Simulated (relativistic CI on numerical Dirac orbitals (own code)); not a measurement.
L2,3 absorption of cobalt in several valence states

Computed multiplet spectra 2p⁶3dⁿ → 2p⁵3dⁿ⁺¹ (Dirac-Coulomb-Breit ions, Slater integrals scaled by 0.8, an assumed crystal field that grows with the charge, no charge transfer; 300 K; Lorentzian 0.4 eV and Gaussian 0.3 eV FWHM at both edges, so that L2 comes out sharper than in experiment). Peaks over 5 % are given in eV from the highest peak in the L3 region of each spectrum (height, largest 100). S of the lowest state is read from ⟨S²⟩, and the branching ratio is the share of L3, cut at the minimum between the edges.

Field parameters in Wybourne normalisation: Oh B⁴₀ = 21Dq, B⁴₄ = √(5/14) B⁴₀. The field is a parameter set, without covalency.

- Co³⁺ (d6, Oh, 10Dq = 15400 cm⁻¹): S = 2.00, high spin, branching ratio 0.78; peaks -2.6 (24), -1.7 (26), 0.0 (100), 1.6 (46), 3.3 (16), 5.0 (8), 13.3 (10), 15.1 (30), 18.8 (7)
- Co⁴⁺ (d5, Oh, 10Dq = 18900 cm⁻¹): S = 2.50, high spin, branching ratio 0.77; peaks -2.5 (34), 0.0 (100), 1.7 (25), 4.3 (8), 5.6 (5), 13.1 (14), 14.1 (6), 15.6 (20), 17.3 (14)
- Co⁵⁺ (d4, Oh, 10Dq = 22350 cm⁻¹): S = 1.98, high spin, branching ratio 0.67; peaks -2.8 (55), 0.0 (100), 1.8 (62), 3.6 (24), 10.0 (16), 11.8 (45), 12.9 (20), 14.6 (25), 16.1 (34), 17.5 (13)

Problem. What spin state follows for Co²⁺ in Oh, 10Dq = 11950 cm⁻¹, and does its branching ratio lie nearer 2/3 or nearer 0.8?

Solution. Co²⁺ (d7, Oh, 10Dq = 11950 cm⁻¹): S = 1.50, high spin, branching ratio 0.81; peaks -3.4 (60), -1.8 (85), -1.3 (89), 0.0 (100), 1.2 (21), 2.4 (10), 12.5 (6), 13.5 (26), 14.3 (27), 14.8 (24), 16.1 (7). High-spin states, above all those with an unquenched orbital moment, raise the ratio above the statistical 2/3; low spin and nearly empty shells keep it near or below 2/3.

The centroid of the whole edge, which also moves with the branching ratio, lies at 783.9 (Co²⁺), 787.1 (Co³⁺), 791.2 (Co⁴⁺), 796.2 (Co⁵⁺) eV in this ionic model, in steps of 3.2 to 5.0 eV. Compounds show about 1 to 2 eV a unit and lower energies for the high valences, since ligands screen the charge. The multiplet shape follows the d count and the spin state, and so serves as a fingerprint of valence. Real compounds of Co³⁺, Co⁴⁺, Co⁵⁺ are mostly low spin, since covalency shrinks the Slater integrals more than this scale does.
